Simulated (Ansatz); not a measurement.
Mulliken charges of `[OH][Zr]([OH])([I])[I]` from PBE/def2-TZVPP in Ansatz (PBE0-D4/def2-TZVP geometry).

```csv
atom,x (Å),y (Å),z (Å),charge (e)
O1,-0.980,0.715,1.206,-0.439
Zr2,-0.093,0.075,-0.332,0.921
O3,1.365,-1.025,0.144,-0.438
I4,-1.854,-1.386,-1.822,-0.217
I5,0.837,2.205,-1.764,-0.217
H6,-1.339,0.970,2.052,0.195
H7,2.065,-1.554,0.516,0.195
```

Question: By hand: the dipole of these point charges (1 e Å = 4.8032 D).

Answer: Σ q r = (0.109, -0.087, 0.381) e Å, of length 0.406 e Å = 1.95 D.

Question: How does the dipole of the full density compare? (Best estimate.)

Answer: Computed: (0.215, -0.173, 0.763) e Å, 3.90 D; the point charges give 0.50 times that, at 0° from its direction.

Point charges leave out the atoms' own dipoles, such as those of lone pairs, and Mulliken's split depends on the basis, so the two needn't agree.
